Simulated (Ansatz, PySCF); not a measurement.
Process, species as SMILES: N[SiH2]N[SiH2] -> N[SiH2]N[SiH2-] (an electron is taken up)
Each molecule is optimised on its own at B3LYP-D3(BJ)/def2-TZVP (Ansatz, a program for electronic structure), one conformer each, not searched for the lowest. Frequencies are from Ansatz or PySCF.

Property: adiabatic electron affinity (0 K, with B3LYP-D3(BJ) harmonic zero-point energies), positive where the reaction releases energy, in eV. Cores are frozen in the correlated levels unless marked. Open shells are spin-unrestricted. Spin-orbit coupling is left out. Non-relativistic unless marked X2C. Anions need diffuse functions: aug- sets have them; def2-D sets add few; the other sets have none. Basis-set limits of correlation are two-point, X^-3; Hartree-Fock from the larger set. [CCSD(T)-MP2]/basis is that difference in the basis named.

```tsv
level	program	adiabatic electron affinity (eV)
PBE/def2-TZVPD	Ansatz	(withheld)
B3LYP-D3(BJ)/def2-TZVPD	Ansatz + dftd3	1.29
PBE0-D4/def2-TZVP	Ansatz + dftd4	1.18
BHLYP-D3(BJ)/def2-TZVPD	Ansatz + dftd3	1.04
CAM-B3LYP/def2-TZVPD	Ansatz	(withheld)
LC-wPBE-D3(BJ)/def2-TZVPD	Ansatz + dftd3	(withheld)
B2GP-PLYP-D3(BJ)/def2-TZVPD	Ansatz + dftd3	1.17
SCS-MP2/STO-3G	Ansatz	-4.12
SCS-MP2/6-31G*	Ansatz	0.62
SCS-MP2/cc-pwCVTZ	Ansatz	1.05
CCSD/6-31G	Ansatz	0.60
X2C-CCSD(T)/cc-pVTZ-DK	Ansatz	1.18
RI-MP2/CBS(aug-cc-pV(T+d)Z,aug-cc-pV(Q+d)Z)+[CCSD(T)-MP2]/aug-cc-pV(T+d)Z	Ansatz	(withheld)
```

### Question
Complete the blanks.

### Answer

- PBE/def2-TZVPD, adiabatic electron affinity (eV): 1.30
- CAM-B3LYP/def2-TZVPD, adiabatic electron affinity (eV): 1.23
- LC-wPBE-D3(BJ)/def2-TZVPD, adiabatic electron affinity (eV): 1.16
- RI-MP2/CBS(aug-cc-pV(T+d)Z,aug-cc-pV(Q+d)Z)+[CCSD(T)-MP2]/aug-cc-pV(T+d)Z, adiabatic electron affinity (eV): 1.38
